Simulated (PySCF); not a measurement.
# Radial density of Zr+ (zirconium, charge +1)

TPSSh, [Kr] 4d2 5s1, high-spin 4F determinant. Calculation: PySCF 2.14, in aug-cc-pVDZ-PP with ECP28MDF; scalar relativity through the core potential. This is the valence pseudo-density: the core potential removes the inner electrons and smooths the orbitals near the nucleus.

```
r (bohr)  4πr²ρ (e/bohr)  4πr²(ρα − ρβ)
  0.0368       1.042e-05         0.0000
  0.0620       3.225e-05         0.0000
   0.104       0.0001301         0.0000
   0.175       0.0009643         0.0001
   0.295         0.01561         0.0021
   0.496          0.4558         0.0409
   0.834           5.501         0.4022
    1.40           7.431         0.9676
    2.36           1.768         0.9964
    3.97          0.4006         0.3935
    6.68         0.02083         0.0208
```

Energies and moments cover only the electrons outside the core potential.
